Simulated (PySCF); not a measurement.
Correlation energy of Ru⁺ (ruthenium, charge +1)

[Kr] 4d7, high-spin 4F determinant. Computed with PySCF 2.14 in x2c-QZVPPall (13s8p7d4f2g, 118 functions), with scalar relativity by spin-free X2C-1e. Frozen: [Ar] 3d10; 15 electrons correlated.

MP2 pair energies summed by pair of shells (mhartree):

```tsv
pair	energy	share (%)
4p-4d	-181.29	37.6
4d-4d	-164.42	34.1
4p-4p	-67.74	14.0
4s-4p	-32.91	6.8
4s-4d	-30.49	6.3
4s-4s	-5.33	1.1
```

Total MP2 correlation energy: -482.18 mhartree.

Same-spin part -151.48 and opposite-spin part -330.70 mhartree; SCS-MP2 scales them by 1/3 and 6/5 to -447.34 mhartree.

This basis was not built for core-valence correlation, so the inner-shell part is incomplete.
